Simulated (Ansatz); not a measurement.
ClH6NOSi2, SMILES O[Si@H](Cl)N[SiH3].

Coordinates come from a r2SCAN-D4/def2-SVP optimisation. The structure was generated by enumeration; whether it is a known compound was not checked. One conformer was computed; it need not be the lowest.

Two levels are set side by side: PBE/def2-TZVPD (Ansatz, a quantum-chemistry and plane-wave program) and CAM-B3LYP/def2-TZVPD (Ansatz). Energy differences of separate SCF runs at the same geometry; the states with an electron removed or added have multiplicity 2 and 2. Differences are taken from unrounded values.

| quantity | PBE |
|---|---|
| vertical ionisation energy (eV) | 9.55 |
| vertical singlet–triplet gap (eV) | 5.64 |

Problem. These are the PBE values. What does CAM-B3LYP give? (The exact figures need the calculation; the answer reports its results.)

Solution. 
```tsv
quantity	CAM-B3LYP	PBE minus CAM-B3LYP
vertical ionisation energy (eV)	10.10	-0.56
vertical singlet–triplet gap (eV)	6.34	-0.69
```
